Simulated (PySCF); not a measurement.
# What a mistake does to a calculation on C2H7OSi

All numbers below are calculated, not measured. They come from PySCF 2.14.0, an open-source quantum chemistry program, on an isolated molecule that a program drew, which may never have been made. The molecule is C2H7OSi (charge 0, doublet), drawn as the SMILES string `CC(O)[SiH2]`.

Each row is a Hartree-Fock (HF) and frozen-core CCSD(T) single point in the cc-pV(D+d)Z basis, meant for a local HF minimum. Run 1 is clean. Each other run has one planted mistake out of seven kinds, and not every kind appears here: one electron removed, one electron added, multiplicity raised by two, geometry at a saddle point, minimal basis STO-3G, one bond length entered in bohr, all coordinates scaled. The reference is restricted for singlets and unrestricted otherwise, and also for a bond in bohr. Adding or removing an electron swaps singlet and doublet. Electrons count all cores. HOMO and LUMO are orbital energies over both spins, the gradient is its largest component, and the lowest frequency (negative if imaginary) is given only where the gradient is small. Bond lengths are over the 10 bonds as drawn. T1 is the CCSD diagnostic: over 0.02 (restricted) or 0.045 (unrestricted) a single reference is doubtful.

Geometry of the clean run:
```xyz
11
C2H7OSi, angstrom
C    -0.9042    0.5652   -1.1573
C     0.3301   -0.3291   -1.2050
O     1.0564   -0.1525   -2.4086
Si    1.5012   -0.1705    0.3037
H    -1.5151    0.4058   -2.0486
H    -0.6295    1.6242   -1.1221
H    -1.5140    0.3509   -0.2764
H    -0.0011   -1.3709   -1.2335
H     1.3364    0.7491   -2.4746
H     0.7694   -0.3382    1.5859
H     2.6083   -1.1523    0.2172
```

```
run  electrons  basis functions  <S^2>  HOMO (eV)  LUMO (eV)  gradient (hartree/bohr)  lowest frequency (cm^-1)  mean bond (Å)  longest bond (Å)      T1  HF (hartree)  CCSD(T) (hartree)               mistake
  1         41              100  0.754      -8.86       1.47                  1.9e-05                       168         1.3146             1.916  0.0112    -443.56248         -444.19119              no fault
  2         41               31  0.752      -6.48       6.36                  6.5e-02                         -         1.3146             1.916  0.0058    -438.26226         -438.48897  minimal basis STO-3G
  3         40              100  0.000     -16.51      -6.98                  7.4e-02                         -         1.3146             1.916  0.0156    -443.27078         -443.89341  one electron removed
  4         42              100  0.000      -0.32       9.06                  6.4e-02                         -         1.3146             1.916  0.0113    -443.53885         -444.19905    one electron added
  5         41              100  3.766      -3.03       0.33                  1.3e-01                         -         1.3146             1.916  0.0521    -443.31856         -443.93907                     ?
  6         41              100  0.754      -8.90       1.42                  1.4e-02                         -         1.3330             1.943  0.0114    -443.56054         -444.19232                     ?
```

**Which mistake was planted in run 5, and what did it cost?**

Electrons, basis and geometry are unchanged, and <S^2> is 3.766, beside S(S+1) = 3.75 for a multiplicity of 4. So the mistake is: multiplicity raised by two. Subtracting run 1 and multiplying by 627.51 kcal/mol a hartree, the energy moved by 153.1 kcal/mol in HF and 158.2 kcal/mol in CCSD(T).

**Which mistake was planted in run 6, and what did it cost?**

The mean and the longest bond both change by the same factor, 1.014, and the gradient is no longer small. So the mistake is: all coordinates scaled. Subtracting run 1 and multiplying by 627.51 kcal/mol a hartree, the energy moved by 1.2 kcal/mol in HF and -0.7 kcal/mol in CCSD(T).

Cautions from the logs. Run 5: T1 is over the limit, so its CCSD(T) energy is less reliable.
